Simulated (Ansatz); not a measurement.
Pulling on the Ga1–H2 bond in GaH3Se (SMILES [GaH2][SeH]) (multiplicity 1 held, fragments rigid). Energies count from the point at 1.561 Å.
Geometry at that point (charge 0, multiplicity 1):
```csv
atom,x (Å),y (Å),z (Å)
Ga,0.2749,0.0112,-1.1530
H,-0.8038,-0.5760,-2.1169
H,1.6617,0.6037,-1.5559
Se,-0.3040,-0.0284,1.1136
H,0.9571,0.5901,1.5522
```

Signs of static correlation in cc-pVDZ, with CASSCF(2,2), from Ansatz (a first-principles code) runs.

```csv
R (Å),T1 of restricted CCSD,⟨S²⟩ of UHF,largest double amplitude of restricted CCSD,weight of the CASSCF reference in MRCISD,CASSCF natural occupations
1.249,0.013,0.000,0.045,0.907,1.99 0.01
1.405,0.013,0.000,0.044,0.907,1.98 0.02
1.561,0.014,0.000,0.039,0.906,1.98 0.02
1.717,0.014,0.000,0.041,0.906,1.97 0.03
1.873,0.014,0.000,0.043,0.906,1.96 0.04
2.108,0.016,0.000,0.110,0.906,1.93 0.07
2.342,0.018,0.260,0.174,0.906,1.88 0.12
2.732,[?],0.720,0.286,0.906,1.77 0.23
3.122,[?],0.896,0.421,0.906,1.60 0.40
3.591,0.060,0.971,0.597,0.906,1.38 0.62
4.215,0.078,0.998,0.791,0.906,1.18 0.82
4.996,0.086,1.005,0.924,0.906,1.07 0.93
```

Task: Some entries are withheld; supply them.

Result: 
- 2.732, T1 of restricted CCSD: 0.027
- 3.122, T1 of restricted CCSD: 0.041

Doubts at one or more of the structures used: a restricted determinant that unrestricted orbitals would lower (R-CCSD(T)/cc-pVDZ); other coupled-cluster roots lie near (R-CCSD(T)/cc-pVDZ); T1 above 0.05 (R-CCSD(T)/cc-pVDZ, U-CCSD(T)/cc-pVDZ); a spin-contaminated determinant (U-CCSD(T)/cc-pVDZ).
